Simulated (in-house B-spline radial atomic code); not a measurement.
Values are calculated unless marked as measured or tabulated.
## Weak and strong correlation along the adiabatic connection

Two-electron singlets in several external potentials (atomic units), by full CI in B-splines with partial waves to l = 8 (correlation energies up to 0.6 % small). The repulsion is scaled by λ at fixed density; W(λ) is the mean repulsion less the Hartree energy, W(0) = E_x, and the area under W from 0 to 1 is E_xc.

One system gave this curve:

| λ | W (hartree) |
| --- | --- |
| 0 | -0.28097 |
| 0.02 | -0.28302 |
| 0.05 | -0.28599 |
| 0.12 | -0.29236 |
| 0.25 | -0.30251 |
| 0.4 | -0.31204 |
| 0.6 | -0.32205 |
| 0.8 | -0.32985 |
| 1 | -0.33607 |
| 1.4 | -0.34536 |
| 2 | -0.35465 |
| 3 | -0.36411 |
| 4.5 | -0.37226 |

Task: Which system is it?
A. −Z/r, Z = 2.2
B. ω²r²/2 − Z/r, ω = 2.03, Z = 3
C. ω²r²/2 − Z/r, ω = 0.0485, Z = 0.7
D. −Z exp(−kr)/r, Z = 9.97, k = 2.67

Result: C. The exchange energy sets the size: ω²r²/2 − Z/r, ω = 0.0485, Z = 0.7: E_x = -0.281, E_c = -0.0335; −Z exp(−kr)/r, Z = 9.97, k = 2.67: E_x = -5.67, E_c = -0.0459; ω²r²/2 − Z/r, ω = 2.03, Z = 3: E_x = -1.95, E_c = -0.0427; −Z/r, Z = 2.2: E_x = -1.15, E_c = -0.0424 hartree.
